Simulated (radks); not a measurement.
Mo14+, configuration [Ar] 3d10 (the NIST ground configuration).

Method: scalar-relativistic Kohn-Sham, r2SCAN, spin-polarised, spherical densities, finite nucleus; meta-GGA in the generalised Kohn-Sham scheme; Fermi nuclear charge, rms radius 4.4091 fm; computed with a radial shooting solver on a logarithmic mesh with Libxc functionals.

Energy parts (eV):
part                       energy
total                 -108330.585
kinetic                111752.275
electron-nucleus      -252064.660
Hartree                 35101.423
exchange-correlation    -3119.623

Orbitals (lengths in bohr, moments of r in powers of bohr; r(90%) holds 90 % of the orbital's charge):
orbital  occ.  eigenvalue (eV)     <r^2>  r(90%)  <1/r>      <r>
1s          2        -20183.27  0.001669  0.0630  43.55  0.03517
2s          2        -3127.029   0.02777   0.237  9.829   0.1535
2p          6        -2826.687   0.02188   0.218  9.541   0.1338
3s          2        -781.7679    0.2053   0.624  3.408   0.4238
3p          6        -681.8137    0.2085   0.638  3.246   0.4240
3d         10        -520.3510    0.1941   0.640  3.027   0.4038

The highest occupied level is 3d at -520.35 eV. Summed over all electrons, <r^2> = 3.793 bohr^2, which gives a Langevin (diamagnetic) susceptibility term of -3 x 10^-6 cm^3/mol.
